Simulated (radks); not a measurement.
Li III, 1 electrons, occupied as 1s0.5 2s0.5 (fractional occupations, a model configuration).

Method: scalar-relativistic Kohn-Sham, SOGGA, spin-unpolarised, spherical densities, finite nucleus; Fermi nuclear charge, rms radius 2.444 fm; without spin polarisation the odd electron is poorly described; computed with a radial shooting solver on a logarithmic mesh with Libxc functionals.

Energy parts (Ry):
total: -5.54837
kinetic: 5.52982
electron-nucleus: -11.14882
Hartree: 0.87157
exchange-correlation: -0.80093

Orbitals (lengths in bohr, moments of r in powers of bohr):
| orbital | occ. | eigenvalue (Ry) | <1/r> |
|---|---|---|---|
| 1s | 0.5 | -8.11369 | 3.033 |
| 2s | 0.5 | -1.68713 | 0.6836 |

The highest occupied level is 2s at -22.955 eV. The density falls to 0.001 e/bohr^3 at r = 2.99 bohr.
